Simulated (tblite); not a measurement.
C₂ClF₃O₂S.
SMILES with atom numbers: `[O:1]=[S:2](=[O:3])([Cl:4])[C:5]([F:6])=[C:7]([F:8])[F:9]`

Computed geometry: GFN2-xTB, gas phase.

Some entries are withheld. Bonds in one row agree within 0.01 Å.

| coordinate | value |
| --- | --- |
| O1=S2, S2=O3 | 1.418 Å |
| S2–Cl4 | ? |
| S2–C5 | ? |
| C5–F6 | 1.323 Å |
| C5=C7 | ? |
| C7–F8 | 1.314 Å |
| C7–F9 | 1.312 Å |
| O1–S2–O3 | ? |
| O1–S2–Cl4 | 108.1° |
| O1–S2–C5 | 108.7° |
| O3–S2–Cl4 | 108.5° |
| Cl4–S2–C5 | ? |
| S2–C5–F6 | 114.4° |
| S2–C5–C7 | 121.0° |
| F6–C5–C7 | 124.6° |
| C5–C7–F8 | ? |
| C5–C7–F9 | 121.6° |
| F8–C7–F9 | 111.3° |

Q: Estimate the withheld lengths and angles.

A: 
- S2–Cl4 = 2.017 Å, drawn single (ends: sulfonyl sulfur; chlorine bonded to S); 0.05 Å below the sum of covalent radii, 2.07 Å.
- S2–C5 = 1.813 Å, drawn single (sulfonyl sulfur to vinylic C–F carbon); 0.03 Å above the sum of covalent radii, 1.78 Å.
- C5=C7 = 1.325 Å, drawn double (vinylic C–F carbon to =CF2 carbon); 0.14 Å below the sum of covalent radii, 1.46 Å.
- O1–S2–O3 = 120.8°, at the sulfonyl sulfur; the outer atoms are 2.465 Å apart.
- Cl4–S2–C5 = 100.3°, at the sulfonyl sulfur; the outer atoms are 2.943 Å apart.
- C5–C7–F8 = 127.1°, at the =CF2 carbon; the outer atoms are 2.363 Å apart.

Radii are Cordero's, carbon taken as 0.76, 0.73 or 0.69 Å for four, three, and two or fewer neighbours.

Its GFN2-xTB frequencies are all real (lowest 24 cm⁻¹). One conformer, not necessarily the lowest (O1–S2–C5–F6 142°).
